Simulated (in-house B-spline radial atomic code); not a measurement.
## Mo⁴⁺: [Ne] 3s2 (3p1/2)2 (3p3/2)3 3d10 4s2 4p6 4d3 (with a hole in an inner shell)

Computed with a B-spline radial code for spherical atoms: Dirac-Hartree-Fock, average of the jj configuration, Fermi nucleus of rms radius 4.4091 fm.

Z_r = [3n² - l(l+1)]/(2<r>); Z_e = n√(-2ε); the last column is Slater's effective charge. Values are occupation-weighted means over j. An effective charge above Z reflects the relativistic contraction of the inner shells.

| shell | electrons | ε (eV) | <r> (bohr) | Z_r | Z_e | Slater |
| --- | --- | --- | --- | --- | --- | --- |
| 1s | 2 | -20205 | 0.03515 | 42.67 | 38.54 | 41.70 |
| 2s | 2 | -2994.7 | 0.153 | 39.23 | 29.67 | 37.85 |
| 2p | 6 | -2680.6 | 0.1339 | 37.35 | 28.07 | 37.85 |
| 3s | 2 | -594.53 | 0.4232 | 31.90 | 19.83 | 31.10 |
| 3p | 5 | -493.53 | 0.4255 | 29.38 | 18.07 | 31.10 |
| 3d | 10 | -318.59 | 0.4073 | 25.78 | 14.52 | 21.85 |
| 4s | 2 | -132.84 | 1.069 | 22.45 | 12.50 | 15.10 |
| 4p | 6 | -99.609 | 1.163 | 19.78 | 10.82 | 15.10 |
| 4d | 3 | -56.065 | 1.449 | 14.50 | 8.12 | 6.30 |

The least bound orbital is 4d5/2 at -55.91 eV, and it is also the most diffuse (<r> = 1.453 bohr). The part-filled 3p shell lies below the filled 4p shell in orbital energy.

For the 1s electron the small component carries 2.35 % of the norm, the zero-frequency Breit interaction raises the level by 38.63 eV, self-energy by 21.15 eV, and vacuum polarisation lowers it by 2.444 eV.
